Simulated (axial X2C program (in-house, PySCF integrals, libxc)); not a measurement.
**FTaF⁻: properties at the nuclei**

Calculated with an in-house all-electron X2C program for linear molecules (integrals from PySCF): two-component X2C with atomic mean-field Coulomb and Gaunt terms, Gaussian nuclei, basis F dyall-av3z, Ta dyall-v3z with contracted cores.

F–Ta–F held linear, with bonds 1.904 and 1.904 Å (near the PBE0 minimum at charge -1 of the determinant lowest at the starting distance; the state shown can have its own minimum elsewhere, held linear; other orders of the atoms were not compared).

Determinant lowest in the PBE0 search, Ω = 1 (⟨Sz⟩ = 0.99, ⟨Lz⟩ = 0.01 at PBE0), spin on the atoms F 0.05, Ta 0.90, F 0.05:

```json
{"level": "PBE0", "A∥/gI F (MHz)": "-5.09", "qzz F (a.u.)": "-0.02", "A∥/gI Ta (MHz)": "254", "qzz Ta (a.u.)": "-6.15"}
{"level": "HF", "A∥/gI F (MHz)": "-18.2", "qzz F (a.u.)": "0.00", "A∥/gI Ta (MHz)": "1710", "qzz Ta (a.u.)": "-8.53"}
{"level": "LDA", "A∥/gI F (MHz)": "-2.61", "qzz F (a.u.)": "-0.07", "A∥/gI Ta (MHz)": "27.5", "qzz Ta (a.u.)": "-4.92"}
```

Determinant 0.29 eV from it at PBE0 and this distance, Ω = 0 (closed shell), highest spinor 98% Ta d:

```json
{"level": "PBE0", "qzz F (a.u.)": "-0.01", "qzz Ta (a.u.)": "-6.18"}
{"level": "HF", "qzz F (a.u.)": "0.00", "qzz Ta (a.u.)": "-8.56"}
{"level": "LDA", "qzz F (a.u.)": "-0.07", "qzz Ta (a.u.)": "-4.93"}
```

A∥ (defined per Ω) follows by multiplying with gI = μI/(I μN); qzz is the electric field gradient, eQq0 = 234.96 MHz × Q/barn × qzz. The operators were transformed with the bare-nucleus X2C matrices; with these basis sets, hyperfine constants and field gradients can be off by tens of per cent, and where levels differ in sign neither size nor sign is settled.

Question: With Q(181Ta) = 3.17 barn (Q from Pyykkö, Mol. Phys. 2018), turn the PBE0 values of the first state into constants in MHz.

Answer: eQq0(181Ta) = 234.96 × (3.17) × (-6.15) = -4580 MHz.

The molecule was held linear; bending was not examined, so a bent shape may lie lower.

Each state is one determinant with collinear spin, which with several unpaired electrons need not be a pure state. Unrestricted Hartree–Fock can overshoot spin polarisation at the nuclei. For an anion, determinants above electron detachment, or with a positive highest level, are held by the basis set. A closed determinant beside an open π² or δ² triplet, such as (π1/2)², mixes with its partner pair into the 0⁺ component of the triplet and ¹Σ⁺, so its energy is not that of a level, and 0⁺ can lie lowest. With several open shells hyperfine constants can be off by a factor of several. Open-shell Ω = 0 determinants with evenly filled partner blocks cannot be reached by this program, so the Ω shown need not be the lowest component. States lie within half an eV, so the first need not be the ground state. Where a field gradient or hyperfine factor spreads by more than a factor of two over the levels, a constant derived from it is not to be relied on. PBE0 term energies can be off by some tenths of an eV.
